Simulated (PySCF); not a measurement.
The numbers are results of B3LYP-D3(BJ)/def2-SVP // PBE0-D4/def2-SVP (PySCF 2.14.0), not measurements. Gas-phase values, no solvent. One relaxed conformer stands for a flexible species; it need not be the lowest. B3LYP has the VWN-RPA correlation part, as in Gaussian. Excitations are Tamm–Dancoff values on a coarser integration grid. The basis has no diffuse functions, so Rydberg states are missing or too high.

Reference species (SMILES): `c1(S)ccc2c3c(cccc3)ccc2c1` (H–S–C–C torsion 0°) (neutral, multiplicity 1).

```json
{
 "HOMO–LUMO gap": "4.45 eV",
 "HOMO": "-5.79 eV",
 "S1 excitation (TDA)": "3.79 eV"
}
```

Changed species: `Sc1cccc2c1ccc1ccccc12` (H–S–C–C torsion 127°).

Question: Predict the effect on the HOMO–LUMO gap, HOMO and S1 excitation (TDA).

Answer: the HOMO–LUMO gap stays essentially unchanged; the HOMO falls by 0.17 eV, to -5.96 eV; the S1 excitation (TDA) rises by 0.11 eV, to 3.90 eV.
